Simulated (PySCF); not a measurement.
**Basis-set dependence of population analyses: `O[Si](O)(O)O`**

H₄O₄Si.
SMILES with atom numbers: `[OH:1][Si:2]([OH:3])([OH:4])[OH:5]` (hydrogens: H6 on O1; H7 on O3; H8 on O4; H9 on O5)

PBE0 throughout (PySCF), one geometry, spherical d and f functions. Isolated species at its PBE0-D3(BJ)/def2-SVP geometry, gas phase. Atoms taken as equivalent share a column and are averaged.

Mulliken charges (e):

| basis | functions | O1/O3/O4/O5 | Si2 | H6/H7/H8/H9 |
| --- | --- | --- | --- | --- |
| STO-3G | 33 | -0.466 | +1.096 | +0.192 |
| 6-31G | 57 | -0.790 | +1.439 | +0.430 |
| 6-31G* | 82 | -0.735 | +1.135 | +0.451 |
| def2-SVP | 94 | -0.418 | +0.862 | +0.203 |
| 6-311+G(2d,p) | 167 | -0.768 | +1.920 | +0.288 |
| def2-TZVP | 185 | -0.526 | +0.764 | +0.335 |

IAO charges (e):

```json
{"basis": "STO-3G", "functions": "33", "O1/O3/O4/O5": "-0.595", "Si2": "+1.411", "H6/H7/H8/H9": "+0.242"}
{"basis": "6-31G", "functions": "57", "O1/O3/O4/O5": "-0.765", "Si2": "+1.555", "H6/H7/H8/H9": "+0.376"}
{"basis": "6-31G*", "functions": "82", "O1/O3/O4/O5": "-0.790", "Si2": "+1.682", "H6/H7/H8/H9": "+0.370"}
{"basis": "def2-SVP", "functions": "94", "O1/O3/O4/O5": "-0.784", "Si2": "+1.670", "H6/H7/H8/H9": "+0.367"}
{"basis": "6-311+G(2d,p)", "functions": "167", "O1/O3/O4/O5": "-0.815", "Si2": "+1.719", "H6/H7/H8/H9": "+0.385"}
{"basis": "def2-TZVP", "functions": "185", "O1/O3/O4/O5": "-0.816", "Si2": "+1.735", "H6/H7/H8/H9": "+0.382"}
```

Hirshfeld charges (e):

```csv
basis,functions,O1/O3/O4/O5,Si2,H6/H7/H8/H9
STO-3G,33,-0.292,+0.667,+0.125
6-31G,57,-0.335,+0.586,+0.188
6-31G*,82,-0.315,+0.516,+0.186
def2-SVP,94,-0.316,+0.540,+0.181
"6-311+G(2d,p)",167,-0.317,+0.563,+0.176
def2-TZVP,185,-0.316,+0.548,+0.179
```

ESP-fitted charges (e):

```csv
basis,functions,O1/O3/O4/O5,Si2,H6/H7/H8/H9
STO-3G,33,-0.672,+1.433,+0.313
6-31G,57,-0.960,+1.683,+0.539
6-31G*,82,-0.756,+1.122,+0.475
def2-SVP,94,-0.747,+1.189,+0.450
"6-311+G(2d,p)",167,-0.768,+1.207,+0.467
def2-TZVP,185,-0.753,+1.166,+0.461
```

Question: Which scheme is steadiest as the basis changes?

Answer: Largest range over the bases for any column: Hirshfeld 0.15 e, IAO 0.32 e, ESP-fitted 0.56 e, Mulliken 1.16 e. Hirshfeld charges move least and Mulliken charges most, counted in e. Without the minimal STO-3G basis the ranges are Hirshfeld 0.07, IAO 0.18, ESP-fitted 0.56, Mulliken 1.16 e.

Question: How much do the charges still move between the two largest bases, 6-311+G(2d,p) and def2-TZVP?

Answer: At most, over all atoms: Mulliken 1.156 e, IAO 0.016 e, Hirshfeld 0.015 e, ESP-fitted 0.041 e.

Question: What do the same runs give for the total energy, the frontier levels and the dipole moment?

Answer: 
```json
{"basis": "STO-3G", "energy (Eh)": "-584.8706", "HOMO (eV)": "-4.22", "LUMO (eV)": "6.83", "μ (D)": "0.04"}
{"basis": "6-31G", "energy (Eh)": "-592.3323", "HOMO (eV)": "-9.16", "LUMO (eV)": "0.52", "μ (D)": "0.07"}
{"basis": "6-31G*", "energy (Eh)": "-592.5056", "HOMO (eV)": "-8.77", "LUMO (eV)": "1.20", "μ (D)": "0.05"}
{"basis": "def2-SVP", "energy (Eh)": "-592.2222", "HOMO (eV)": "-8.80", "LUMO (eV)": "1.05", "μ (D)": "0.05"}
{"basis": "6-311+G(2d,p)", "energy (Eh)": "-592.6860", "HOMO (eV)": "-9.23", "LUMO (eV)": "-0.39", "μ (D)": "0.05"}
{"basis": "def2-TZVP", "energy (Eh)": "-592.7228", "HOMO (eV)": "-9.13", "LUMO (eV)": "0.41", "μ (D)": "0.05"}
```
